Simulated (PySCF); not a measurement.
## Nuclear quadrupole coupling in `C/C=C/[P-]N1CCCC1`

C7H13NP (charge -1).
Cartesian coordinates in Å at the GFN2-xTB level; atoms count from 1:
```
atom  x, y, z in Å
C1     4.3289    0.0137   -0.4642
C2     3.0443    0.7804   -0.5736
C3     1.8338    0.2506   -0.3242
P4     0.2698    1.0620   -0.4194
N5    -0.6837   -0.3546    0.0834
C6    -1.3594   -0.2467    1.3554
C7    -2.7486    0.3518    1.0659
C8    -3.0281   -0.0697   -0.3848
C9    -1.7270   -0.7786   -0.8210
H10    5.0095    0.4654    0.2683
H11    4.1319   -1.0124   -0.1540
H12    4.8643   -0.0173   -1.4214
H13    3.1339    1.8171   -0.8742
H14    1.7609   -0.7920   -0.0230
H15   -1.4752   -1.2603    1.7763
H16   -0.7715    0.3567    2.0467
H17   -3.5056   -0.0129    1.7642
H18   -2.6938    1.4376    1.1428
H19   -3.2038    0.8029   -1.0132
H20   -3.8919   -0.7346   -0.4627
H21   -1.4453   -0.5548   -1.8497
H22   -1.8537   -1.8701   -0.7183
```

Field gradients from the PBE0/pcSseg-1 density (PySCF, non-relativistic), principal values in atomic units, ordered |Vxx| ≤ |Vyy| ≤ |Vzz|:

| atom | Vxx | Vyy | Vzz |
| --- | --- | --- | --- |
| N5 | 0.4052 | 0.7281 | -1.1333 |

Problem. Find the asymmetry η = (Vxx − Vyy)/Vzz and the couplings χ = eQV/h (234.96 MHz × Q in barn × V in au), with Q(14N) = 0.02044 b.

Solution. 
```tsv
atom	environment	nucleus	η	χzz (MHz)	χxx (MHz)	χyy (MHz)
N5	nitrogen bonded to 2 C and P	14N	0.28	-5.44	1.95	3.50
```

The tensor is traceless: Vxx + Vyy + Vzz = 0.

Problem. What is Vzz at N5 in SI units (1 au = 9.71736 × 10²¹ V/m²)?

Solution. -1.1333 au = -11.012 × 10²¹ V/m².

Problem. What couplings would deuterons (Q(2H) = 0.00286 b) have in place of the hydrogens, at this geometry?

Solution. 
```
atom  bonded to  bond length (Å)  Vzz (au)     η  χzz (kHz)
 H10         C1            1.097    0.3061  0.01        206
 H11         C1            1.090    0.3169  0.01        213
 H12         C1            1.097    0.3062  0.01        206
 H13         C2            1.083    0.3371  0.12        227
 H14         C3            1.088    0.3244  0.02        218
 H15         C6            1.104    0.2889  0.02        194
 H16         C6            1.090    0.3057  0.02        205
 H17         C7            1.093    0.3124  0.01        210
 H18         C7            1.090    0.3108  0.02        209
 H19         C8            1.090    0.3129  0.02        210
 H20         C8            1.093    0.3111  0.01        209
 H21         C9            1.090    0.3051  0.02        205
 H22         C9            1.104    0.2889  0.02        194
```

Geometry: GFN2-xTB, one conformer, isolated ion. The pcSseg-1 basis has no diffuse functions, a weakness for an anion. The HOMO energy is positive at this level (+0.83 eV), so the outermost electrons may be held by the finite basis alone. GFN2-xTB bond lengths can be off by several hundredths of an ångström, more for odd bonds, and the gradients follow them. With a basis this small, the couplings can be 20 % off.

The run behind these numbers computed NMR shieldings as well. Hardware: one thread, Arm Neoverse N1, on a shared host. Cost: 82 s.
